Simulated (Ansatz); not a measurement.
CH4ClNOSi can be A, `NC(=O)[SiH2]Cl`, or B, `O/C=N/[SiH2]Cl`.

Computed with Ansatz on PBE0-D4/def2-TZVP structures; ΔE is electronic, products minus reactants. CBS: MP2 limit from def2 TZ/QZ plus the TZ coupled-cluster correction, frozen cores. Functionals use def2-TZVPP. One conformer a species, not always the lowest.

Problem. Which isomer does CCSD(T)/CBS put lower? Give the gap. (An estimate is asked.)

Solution. Computed: B, by 28.8 kJ/mol.

Problem. Give E(B) − E(A) in kJ/mol with PBE0-D4, MP2/def2-TZVPP, CCSD(T)/def2-TZVPP, ωB97M-V, B2PLYP, HF/def2-TZVPP, r2SCAN-D4. (Best estimate.)

Solution. The calculation gave: PBE0-D4 -19.0, MP2/def2-TZVPP -31.3, CCSD(T)/def2-TZVPP -30.2, ωB97M-V -26.0, B2PLYP -25.6, HF/def2-TZVPP -39.6, r2SCAN-D4 -20.5. None reverses the order clearly.

Largest T1 diagnostic: 0.015.

From PBE to PBE0 (25 % exact exchange), in def2-TZVPP and without D4, E(B) − E(A) moves by −7.5 kJ/mol. In def2-TZVPP, CCSD(T) changes the Hartree–Fock value by +9.4 kJ/mol (the triples alone add +2.0 kJ/mol) and MP2 by +8.2 kJ/mol.
